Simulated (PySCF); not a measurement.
BrFZn, SMILES [Br][Zn][F] at its PBE0/def2-SVP optimised geometry (Å):

```
3

Zn    -0.2405    -0.0002     0.0000
F     -1.9789     0.0002    -0.0351
Br     1.9789    -0.0002     0.0000
```

Calculation: PBE0/def2-TZVP run with PySCF 2.14.0. Cells within 0.4 Å of a nucleus heavier than hydrogen are left out (blank, or x).

Map of the electron localisation function on the plane z = 0.0 Å:

```
|00000000000000000000000000000|
|00000000000000000000000000000|
|00000000000000000000000000000|
|00000000000000000000000000000|
|00000000000000000000000000000|
|00000000000000000000000000000|
|00000000000000000001111100000|
|00000000000000000123444321000|
|00000000000000001245677642100|
|00000122110011112467899875200|
|00012355421111112578999986410|
|00014678751112112689889998520|
|00026899972146421686222898631|
|0013799xx9228xx41681xx5288631|
|001479xxx923xxx61671xxx288631|
|0013799xx9228xx41681xx5288631|
|00026899972146421686222898631|
|00014678751112112689889998520|
|00012355421111112578999986410|
|00000122110011112467899875200|
|00000000000000001245677642100|
|00000000000000000123444321000|
|00000000000000000001111100000|
|00000000000000000000000000000|
|00000000000000000000000000000|
|00000000000000000000000000000|
|00000000000000000000000000000|
|00000000000000000000000000000|
|00000000000000000000000000000|
```
Scale: ten equal steps from 0.000 (start of '0') to 0.858 (end of '9'), in the order '0123456789'; x runs from -4.00 to 4.00, y from -4.00 (bottom) to 4.00 (top).
